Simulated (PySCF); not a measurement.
A structure optimised at PBE0-D3(BJ)/def2-SVP, used in a PySCF frequency run:

```xyz
9

Sn     0.4337     0.1372    -0.1078
F      0.6999     0.3321     1.8130
C     -1.6590    -0.0450    -0.4255
C     -2.2018    -1.2036    -0.8102
H      1.2257    -1.3219    -0.5263
H      1.1383     1.5516    -0.7631
H     -2.3029     0.8285    -0.2701
H     -3.2803    -1.3097    -0.9785
H     -1.6024    -2.1069    -0.9737
```

Question: Write its SMILES and formula.

Answer: C=[CH][SnH2][F], C₂H₅FSn

Question: What are its rotational constants (standard atomic weights)?

Answer: 8.2043, 2.4721, 2.1098 GHz
